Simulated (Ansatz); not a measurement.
A nudged elastic band was laid between two geometries of H3P + H6OSi2 (13 atoms, charge 0, multiplicity 1).

All numbers below come from Ansatz 0.2.0, RKS PBE-D4/def2-SVP.

```
movable images  : 7
climbing image  : yes
spring          : 5.0 eV/Å²
optimiser       : quadratic models (default)
start path      : through a guess of the saddle point
force threshold : 0.05 eV/Å
iteration limit : 60
end points      : relaxed
```

Initial state:

```xyz
13
Properties=species:S:1:pos:R:3
Si -0.200 0.124 0.099
Si -0.382 0.193 2.453
H -1.826 0.440 2.820
H 0.052 -1.083 3.125
H 0.431 1.333 3.008
H 1.227 0.187 -0.355
O -0.934 1.498 -0.558
H -1.855 1.641 -0.280
H -0.816 -1.157 -0.417
P 2.176 -3.069 0.888
H 0.751 -2.924 1.042
H 2.149 -2.496 -0.434
H 2.433 -1.791 1.502
```

Final state:

```xyz
13
Properties=species:S:1:pos:R:3
Si 0.490 -0.414 -0.890
Si 0.146 0.259 3.279
H -1.235 -0.299 3.084
H 0.423 0.301 4.760
H 0.248 1.650 2.729
H 1.681 0.490 -0.811
O -0.579 0.187 0.274
H -1.436 -0.272 0.336
H -0.119 -0.350 -2.269
P 1.193 -2.561 -0.605
H -0.151 -3.060 -0.448
H 1.382 -2.392 0.814
H 1.163 -0.645 2.641
```

(1) What changes between the two ends?

(2) Give the energies along the band, and the barrier.

(3) What is the geometry of the highest image?

Answers

(1) Bonds broken: Si1–Si2, P10–H13. Bonds formed: Si1–P10, Si2–H13. H3P + H6OSi2 becomes H4Si + H5OPSi.

(2) It converged. The highest image is number 3 of 0 to 8, 46.4 kcal/mol above the first end and 53.9 kcal/mol above the last; the last end lies 7.6 kcal/mol below the first. The profile has 2 maxima (images 3, 7) with wells between them (image 5): this band takes more than one step, which may be the mechanism or a detour left from its start path. Neighbouring images differ by up to 1.9 eV, so the band resolves the path poorly. A vibrational analysis at the climbing image gives one clearly imaginary mode, 847i cm⁻¹: a first-order saddle point. The orbitals stay closed-shell, which can raise the energy where a bond breaks towards radicals; this wasn't checked here.

| image | path coordinate (Å) | energy (kcal/mol) | Si1–Si2 (Å) | P10–H13 (Å) | Si1–P10 (Å) |
| --- | --- | --- | --- | --- | --- |
| 0 | 0.00 | 0.0 | 2.36 | 1.44 | 4.06 |
| 1 | 1.15 | 0.3 | 2.36 | 1.44 | 4.01 |
| 2 | 2.31 | 6.6 | 2.38 | 1.46 | 3.36 |
| 3 | 3.46 | 46.4 | 2.66 | 1.99 | 2.70 |
| 4 | 5.27 | 2.4 | 3.61 | 2.31 | 2.31 |
| 5 | 7.08 | -6.2 | 4.28 | 3.02 | 2.29 |
| 6 | 8.89 | -6.2 | 4.04 | 3.38 | 2.29 |
| 7 | 10.69 | -5.4 | 4.32 | 4.67 | 2.29 |
| 8 | 12.50 | -7.6 | 4.24 | 3.77 | 2.28 |

(3) 
```xyz
13
Properties=species:S:1:pos:R:3
Si 0.275 -0.262 0.043
Si -0.087 0.169 2.640
H -1.587 0.167 2.719
H 0.457 -0.729 3.723
H 0.498 1.540 2.776
H 1.576 0.307 -0.409
O -0.681 1.167 0.065
H -1.640 0.992 0.015
H -0.619 -1.232 -0.671
P 1.810 -2.406 0.621
H 0.688 -3.306 0.742
H 1.822 -2.529 -0.817
H 0.693 -0.983 1.446
```

Time of the run: 4.7 min on 4 threads of Arm Neoverse V2, with other jobs on the host, peak memory 0.16 GiB.
